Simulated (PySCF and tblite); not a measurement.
Values are calculated unless marked as measured or tabulated.
4 diastereomers of C3H16F2N4Si4, numbered alike:

```csv
isomer,SMILES,descriptors (one enantiomer)
A,[CH3:1][Si@H:2]1[NH:3][Si@H:4]([CH3:5])[NH:6][Si@:7]([CH3:8])([F:9])[NH:10][Si@H:11]([F:12])[NH:13]1,"2S, 4S, 7S, 11R"
B,[CH3:1][Si@H:2]1[NH:3][Si@@H:4]([CH3:5])[NH:6][Si@:7]([CH3:8])([F:9])[NH:10][Si@H:11]([F:12])[NH:13]1,"2S, 4R, 7S, 11R"
C,[CH3:1][Si@@H:2]1[NH:3][Si@@H:4]([CH3:5])[NH:6][Si@:7]([CH3:8])([F:9])[NH:10][Si@H:11]([F:12])[NH:13]1,"2R, 4R, 7S, 11R"
D,[CH3:1][Si@@H:2]1[NH:3][Si@H:4]([CH3:5])[NH:6][Si@:7]([CH3:8])([F:9])[NH:10][Si@H:11]([F:12])[NH:13]1,"2R, 4S, 7S, 11R"
```

Each isomer is a Boltzmann average at 298.15 K over at most 2 conformers: GFN2-xTB geometries, energies PBE0/pcSseg-1 (D3(BJ) added where defined), GFN2-xTB thermal terms. Programs: PySCF with density fitting and tblite.

(1) Rank the isomers by free energy at 298.15 K.

(2) If they could interconvert freely, what would the mixture hold (chiral isomers as racemates)?

The conformer set may be incomplete (the search or the number kept was capped).

Answers

(1) 
```
isomer  ΔG (kcal/mol)  ΔE, lowest conformer  conformers  largest weight %  rms dipole (D)
     A            0.0                   0.0           2                98            1.16
     D            1.4                   2.0           2                75            2.76
     C            1.8                   2.0           2                99            1.16
     B            3.0                   3.1           2                66            2.41
```

ΔG is for one enantiomer.

(2) A 87 %, D 9 %, C 4 %, B 1 %. A racemate gains RT ln 2.
